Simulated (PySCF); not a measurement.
**Structure elucidation problem**

The spectra below were simulated for a compound C$_{7}$H$_{15}$N.

1H NMR (600 MHz, computed): δ 2.42 (s, 3H), 1.86 (m, 1H), 1.58 (m, 2H), 1.56 (m, 2H), 1.48 (m, 1H), 1.15 (m, 2H), 1.05 (m, 1H), 0.90 (m, 2H), -0.27 (br s, 1H).

13C{1H} NMR (computed): δ 60.9 (CH), 35.8 (CH2), 35.2 (CH3), 28.7 (CH2), 27.2 (CH2).

All values are calculated (PySCF): geometry: PBE0-D3(BJ)/def2-SVP, GIAO CAM-B3LYP/pcSseg-1 shieldings. A single conformation, no relativistic terms, in vacuum, averaged over atoms made equivalent by symmetry, fast rotation or ring inversion.

References, each an isolated molecule treated in the same way: 1H (31.33 ppm) and 13C (182.45 ppm) vs TMS.

**Question.** Deduce the structure.

**Answer.** 
1. Rings plus π bonds: 1 (1 ring in the answer).
2. 5 carbon signals for 7 carbons: some carbons are equivalent by symmetry or fast rotation.
3. Carbon types of the structure: 1 × CH, 5 × CH2, 1 × CH3, leaving 1 H on heteroatoms.
4. δC 60.9: sp3 CH bonded to N; pulled downfield by the heteroatom.
5. δC 35.8, 28.7, 27.2: sp3 CH2 in a ring; saturated and bonded to C and H only.
6. δC 35.2: methyl carbon bonded to N; pulled downfield by the heteroatom.
7. δH 2.42: hydrogen on a methyl carbon bonded to N; its carbon carries N, hence the downfield position.
8. δH 1.86: hydrogen on an sp3 CH bonded to N.
9. δH 1.58, 1.56, 1.48, 1.15, 1.05, 0.90: hydrogen on an sp3 CH2 in a ring.
10. δH -0.27: hydrogen on an amine nitrogen; labile proton, position sensitive to the medium.

These data were computed for `CNC1CCCCC1`.

This is the structure that produced the data.

The OH or NH signal is concentration- and solvent-dependent in practice; the value given is the gas-phase one. Shifts are as computed, not scaled to solution data. Of 1211 compounds with measured shifts, 218 miss one by over three times the rms of a fit or turn the order of signals round; such compounds aren't used in these exercises. No couplings were computed; multiplicities are counted from neighbouring protons, with m where these are inequivalent, close in shift, in a saturated or five-membered ring or joined by F or P, and br s for small geminal =CH2 splittings.
